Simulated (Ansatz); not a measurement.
Geometry optimisation, RHF/def2-SVP in Ansatz.

input.yaml

```yaml
crystal:
  periodic: [false, false, false]
  atoms:
    - { symbol: Ge, position_ang: [0.226622, 0.377914, -0.417661] }
    - { symbol: Cl, position_ang: [-0.058161, -0.015312, 2.985379] }
    - { symbol: Cl, position_ang: [1.980362, -0.20037, -1.564365] }
    - { symbol: H, position_ang: [-0.711311, 1.124232, -1.363793] }
    - { symbol: H, position_ang: [-0.401687, -0.896262, 0.113924] }
    - { symbol: H, position_ang: [0.739632, 1.335101, 0.673611] }
    - { symbol: H, position_ang: [0.655641, 0.985598, 2.507803] }
basis:
  gaussian: { orbitals: def2-SVP }
hamiltonian:
  xc: hf
relax:
  f_tol: 0.03
  max_steps: 50
output:
  orbitals: {}
```

Run as:

```bash
$ ansatz run input.yaml --threads 1 --pin off --max-ram 2048MiB --backend cpu --events-out ev --progress --plain --runs-dir out
```

**Question.** Where does it end, and by what steps?

**Answer.** It converged. The force dipped under the threshold on the way, but the program's further checks kept it going. After 23 steps the energy has fallen by 0.305 eV; H7 moved furthest, 1.11 Å.

```tsv
step	energy less start (eV)	largest force component (eV/Å)	accepted
0	0.0000	1.218	yes
1	-0.1655	0.544	yes
2	-0.2056	0.247	yes
3	-0.2452	0.320	yes
4	-0.2616	0.060	yes
5	-0.2677	0.060	yes
6	-0.2545	0.861	no
7	-0.2712	0.049	yes
8	-0.2712	0.353	yes
9	-0.2759	0.011	yes
10	-0.2765	0.113	yes
11	-0.2766	0.221	yes
12	-0.2761	0.303	no
13	-0.2785	0.020	yes
14	-0.2794	0.036	yes
15	-0.2760	0.574	no
16	-0.2798	0.092	yes
17	-0.2814	0.164	yes
18	-0.2817	0.381	yes
19	-0.2834	0.177	yes
20	-0.2880	0.013	yes
21	-0.2892	0.306	yes
22	-0.2948	0.222	yes
23	-0.3053	0.019	yes
```

```xyz
7
Properties=species:S:1:pos:R:3
Ge 0.425 0.326 -0.617
Cl -0.675 0.583 3.162
Cl 1.574 -0.020 -2.432
H -0.893 0.971 -1.030
H 0.209 -1.032 0.040
H 1.257 1.258 0.257
H 0.534 0.625 3.555
```

Whether the end is a true minimum wasn't checked by a vibrational analysis.

The run took 43 s on 1 thread of Arm Neoverse V1 (shared host), peak memory 0.17 GiB.
